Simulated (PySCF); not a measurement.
A geometry optimisation, step by step.

Compound: p-bromotoluene, C₇H₇Br.
Numbering: `[CH3:1][c:2]1[cH:3][cH:4][c:5]([Br:6])[cH:7][cH:8]1` (hydrogens: H9, H10, H11 on C1; H12 on C3; H13 on C4; H14 on C7; H15 on C8)

Computed by this run: PBE0-D3(BJ)/def2-SVP geometry optimisation, gas phase in PySCF; density fitting, grid level 1; the optimiser is geomeTRIC in internal coordinates, started from a GFN2-xTB structure with every atom displaced at random (about 0.01 Å). The frame can shift and turn from step to step; on so coarse a grid that alone can change the energy by a few meV, and forces under 0.02 eV/Å are noise.

Step 0: E = -77389.1876 eV, largest atomic force 3.546 eV/Å
```
atom  x, y, z in Å  |  force x, y, z in eV/Å
C1     -2.238   -0.227    0.013   -0.905   1.539   0.196
C2     -0.773   -0.070    0.013    0.447   0.213  -0.031
C3      0.025   -1.188    0.133    2.422   0.588   0.064
C4      1.457   -1.072    0.128   -3.486   0.614  -0.207
C5      1.992    0.172   -0.022    1.632   0.320   0.076
Br6     3.893    0.351   -0.028   -0.166   0.015  -0.016
C7      1.220    1.308   -0.144   -0.564   0.176  -0.105
C8     -0.151    1.185   -0.134   -0.503  -0.742   0.121
H9     -2.573   -1.052    0.622   -0.166  -0.656   0.318
H10    -2.616   -0.354   -1.001   -0.200  -0.183  -0.399
H11    -2.741    0.692    0.410    0.254  -0.484  -0.203
H12    -0.399   -2.161    0.258   -0.433  -0.820   0.083
H13     2.020   -1.938    0.224    1.399  -1.691   0.209
H14     1.654    2.284   -0.248    0.470   0.563  -0.065
H15    -0.785    2.051   -0.231   -0.203   0.549  -0.042
```

Step 1: E = -77389.3858 eV, largest atomic force 0.594 eV/Å
```
atom  x, y, z in Å  |  force x, y, z in eV/Å
C1     -2.080   -0.270    0.204    0.079  -0.159   0.012
C2     -0.583   -0.168    0.141    0.015  -0.022   0.028
C3      0.238   -1.297    0.252   -0.189  -0.161  -0.174
C4      1.620   -1.209    0.117    0.372  -0.370   0.279
C5      2.218    0.038   -0.071   -0.299  -0.103  -0.110
Br6     4.087    0.172   -0.238    0.106   0.008   0.018
C7      1.425    1.181   -0.161    0.118   0.081   0.035
C8      0.041    1.067   -0.063   -0.017   0.107   0.005
H9     -2.405   -1.129    0.813    0.028   0.038  -0.050
H10    -2.507   -0.400   -0.806    0.006   0.004   0.046
H11    -2.521    0.637    0.635   -0.066   0.089   0.024
H12    -0.220   -2.282    0.418    0.083   0.152  -0.012
H13     2.242   -2.119    0.201   -0.238   0.413  -0.075
H14     1.891    2.160   -0.296   -0.022  -0.047  -0.033
H15    -0.570    1.972   -0.142    0.023  -0.030   0.007
```

Step 2: E = -77389.3948 eV, largest atomic force 0.108 eV/Å
```
atom  x, y, z in Å  |  force x, y, z in eV/Å
C1     -2.073   -0.278    0.210   -0.014   0.072   0.007
C2     -0.579   -0.156    0.133   -0.078  -0.074   0.013
C3      0.229   -1.294    0.232    0.046   0.033  -0.010
C4      1.615   -1.210    0.131    0.023  -0.030   0.012
C5      2.207    0.036   -0.073   -0.015  -0.056   0.004
Br6     4.085    0.149   -0.214    0.042   0.049  -0.002
C7      1.427    1.187   -0.171    0.051  -0.012   0.022
C8      0.043    1.083   -0.065   -0.001  -0.064  -0.004
H9     -2.377   -1.147    0.812    0.008   0.009  -0.004
H10    -2.507   -0.407   -0.795   -0.016   0.007  -0.002
H11    -2.529    0.620    0.652   -0.011  -0.007  -0.013
H12    -0.233   -2.272    0.393   -0.001   0.018   0.005
H13     2.234   -2.107    0.217   -0.034   0.080  -0.022
H14     1.901    2.159   -0.320    0.004  -0.013  -0.014
H15    -0.565    1.989   -0.140   -0.004  -0.012   0.006
```

Step 3: E = -77389.3951 eV, largest atomic force 0.103 eV/Å
```
atom  x, y, z in Å  |  force x, y, z in eV/Å
C1     -2.080   -0.268    0.211    0.016  -0.019   0.007
C2     -0.584   -0.169    0.133    0.078   0.064  -0.018
C3      0.233   -1.301    0.227   -0.029   0.003   0.051
C4      1.620   -1.213    0.134   -0.018   0.065  -0.064
C5      2.213    0.031   -0.073    0.002   0.029   0.029
Br6     4.093    0.176   -0.206   -0.045  -0.036   0.005
C7      1.428    1.177   -0.172   -0.039  -0.014   0.005
C8      0.044    1.066   -0.065    0.005   0.060  -0.020
H9     -2.394   -1.133    0.812   -0.014  -0.016   0.013
H10    -2.519   -0.390   -0.792   -0.005  -0.002  -0.012
H11    -2.524    0.637    0.654    0.033  -0.028  -0.012
H12    -0.224   -2.280    0.388   -0.015  -0.051   0.008
H13     2.240   -2.104    0.217    0.043  -0.087   0.010
H14     1.897    2.150   -0.327   -0.004   0.012  -0.001
H15    -0.565    1.971   -0.138   -0.008   0.019  -0.001
```

Step 4: E = -77389.3965 eV, largest atomic force under 0.02 eV/Å
```
atom  x, y, z in Å  |  force x, y, z in eV/Å
C1     -2.077   -0.271    0.210    0.003  -0.003   0.000
C2     -0.582   -0.163    0.133   -0.001  -0.004   0.000
C3      0.231   -1.298    0.232   -0.004   0.003  -0.001
C4      1.618   -1.212    0.131    0.004   0.003   0.003
C5      2.210    0.032   -0.071   -0.008  -0.004  -0.001
Br6     4.089    0.165   -0.206    0.000  -0.002   0.001
C7      1.428    1.181   -0.170    0.001   0.013   0.000
C8      0.043    1.073   -0.066    0.008  -0.006   0.000
H9     -2.388   -1.137    0.813   -0.001   0.000   0.000
H10    -2.515   -0.397   -0.794   -0.001   0.000   0.000
H11    -2.524    0.631    0.651   -0.001   0.003   0.000
H12    -0.228   -2.277    0.394   -0.001   0.000   0.000
H13     2.237   -2.107    0.212    0.000  -0.002   0.000
H14     1.899    2.153   -0.323    0.001   0.001  -0.001
H15    -0.565    1.979   -0.141    0.000  -0.002   0.000
```

Step 5: E = -77389.3965 eV, largest atomic force 0.021 eV/Å
```
atom  x, y, z in Å  |  force x, y, z in eV/Å
C1     -2.077   -0.271    0.210    0.001   0.001   0.000
C2     -0.582   -0.163    0.133    0.003  -0.002   0.000
C3      0.231   -1.299    0.232    0.002   0.007  -0.002
C4      1.617   -1.212    0.131    0.001  -0.005   0.002
C5      2.210    0.032   -0.071    0.006  -0.004   0.000
Br6     4.089    0.162   -0.205    0.004   0.003   0.000
C7      1.428    1.182   -0.170   -0.006  -0.020   0.003
C8      0.044    1.073   -0.067   -0.009   0.018  -0.002
H9     -2.388   -1.136    0.813    0.000   0.001   0.000
H10    -2.515   -0.396   -0.794    0.000   0.000   0.000
H11    -2.524    0.632    0.650   -0.001   0.001   0.000
H12    -0.229   -2.278    0.394    0.001   0.001   0.000
H13     2.237   -2.107    0.212    0.000   0.001   0.000
H14     1.900    2.154   -0.324   -0.001  -0.003   0.000
H15    -0.565    1.978   -0.141   -0.002   0.001   0.000
```

Problem. Summarise the path.

Solution. The energy falls by 0.2089 eV from step 0 to step 5; nine tenths of that is first reached at step 1. It never rises by more than 0.2 meV. The largest force goes from 3.546 to 0.021 eV/Å. Among the bonds C4–H13 changes most, from 1.038 to 1.091 Å; the atoms move by 0.033 Å rms after alignment.

What follows is the cost of the whole optimisation. Hardware: one thread, Arm Neoverse V1 (aarch64) (shared host). Cost: 88 s wall, 0.66 GiB resident at most.
